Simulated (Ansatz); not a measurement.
CrMe2 (C₂H₆Cr), 9 atoms. Hardware: 2 threads of Intel Xeon 6975P-C on a shared host.

Correlated methods freeze 7 core orbitals; core or outer-core shells of Cr are correlated, in sets that lack core-valence functions.

Question: How many basis functions does each of these Ansatz runs have, and roughly what does it cost? PBE0-D4/def2-TZVP, charge 0 singlet, energy, from earlier orbitals; ωB97M-V/def2-TZVP, charge 0 triplet, energy, from earlier orbitals; r2SCAN-D4/def2-TZVPD, charge 0 quintet, energy, from earlier orbitals; BLYP-D4/def2-TZVP, charge 0 quintet, energy, from earlier orbitals; BHLYP-D4/def2-TZVP, charge 0 quintet, energy, from earlier orbitals; LC-ωPBE/def2-TZVP, charge 0 triplet, energy, from earlier orbitals; ωB97X-V/def2-TZVP, charge 0 singlet, energy, from earlier orbitals; PBE0-D4/def2-SVP, charge 0 singlet, energy with a search over starts; B97M-V/def2-TZVP, charge 1 quartet at the geometry of the charge 0 quintet, energy, from earlier orbitals; r2SCANh-D4/def2-TZVP, charge 0 triplet, energy, from earlier orbitals; B97M-V/def2-TZVP, charge 0 triplet, energy, from earlier orbitals; RPA@PBE/def2-TZVP, charge 0 singlet, energy, from earlier orbitals.

Answer: Other jobs shared the machine, so times can vary by a factor of up to 3. A dash marks memory too small to be measured apart from the calling script's.

```
                                                                                                      run  functions  wall time  peak host memory (GiB)
                                       BLYP-D4/def2-TZVP, charge 0 quintet, energy, from earlier orbitals        143      2.7 s                       –
                                     PBE0-D4/def2-SVP, charge 0 singlet, energy with a search over starts         89      4.3 s                       –
                                      BHLYP-D4/def2-TZVP, charge 0 quintet, energy, from earlier orbitals        143      4.7 s                       –
                                       PBE0-D4/def2-TZVP, charge 0 singlet, energy, from earlier orbitals        143      4.8 s                       –
                                    r2SCAN-D4/def2-TZVPD, charge 0 quintet, energy, from earlier orbitals        176        6 s                       –
                                       LC-ωPBE/def2-TZVP, charge 0 triplet, energy, from earlier orbitals        143      9.5 s                       –
B97M-V/def2-TZVP, charge 1 quartet at the geometry of the charge 0 quintet, energy, from earlier orbitals        143       10 s                       –
                                    r2SCANh-D4/def2-TZVP, charge 0 triplet, energy, from earlier orbitals        143       11 s                     0.6
                                       RPA@PBE/def2-TZVP, charge 0 singlet, energy, from earlier orbitals        143       11 s                       –
                                       ωB97X-V/def2-TZVP, charge 0 singlet, energy, from earlier orbitals        143       15 s                       –
                                        B97M-V/def2-TZVP, charge 0 triplet, energy, from earlier orbitals        143       24 s                       –
                                       ωB97M-V/def2-TZVP, charge 0 triplet, energy, from earlier orbitals        143       36 s                    0.78
```
